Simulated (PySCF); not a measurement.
Radial density of Yb³¹⁺ (ytterbium, charge +31)

PW91, [Kr] 4d3, high-spin 4F determinant. All numbers are calculated (PySCF 2.14, the non-relativistic Hamiltonian (point nucleus), in an even-tempered Gaussian basis (18 s from 2.5 bohr⁻², ratio 2.5; 12 p from 3.2 bohr⁻², ratio 2.5; 9 d from 3.2 bohr⁻², ratio 2.5; 4 f from 14 bohr⁻², ratio 2.7; 3 g from 21 bohr⁻², ratio 2.7)).

| r (bohr) | 4πr²ρ (e/bohr) | 4πr²(ρα − ρβ) |
| --- | --- | --- |
| 0.000336 | 0.3319 | 0.0000 |
| 0.000565 | 0.9093 | 0.0000 |
| 0.000950 | 2.438 | 0.0000 |
| 0.00160 | 6.298 | -0.0001 |
| 0.00269 | 15.30 | -0.0002 |
| 0.00452 | 33.51 | -0.0004 |
| 0.00761 | 61.80 | -0.0008 |
| 0.0128 | 86.68 | -0.0006 |
| 0.0215 | 85.85 | 0.0073 |
| 0.0362 | 87.46 | 0.1042 |
| 0.0609 | 121.6 | 0.8218 |
| 0.102 | 98.32 | 2.8910 |
| 0.172 | 109.0 | 1.7725 |
| 0.290 | 47.10 | 1.9679 |
| 0.487 | 33.71 | 8.1904 |
| 0.820 | 2.602 | 0.6943 |
| 1.38 | 0.005497 | 0.0020 |

A non-relativistic calculation at this Z misses sizeable relativistic shifts. Spin-orbit coupling is strong in this species (close to jj coupling), so the high-spin LS determinant is a model state, not a physical level.
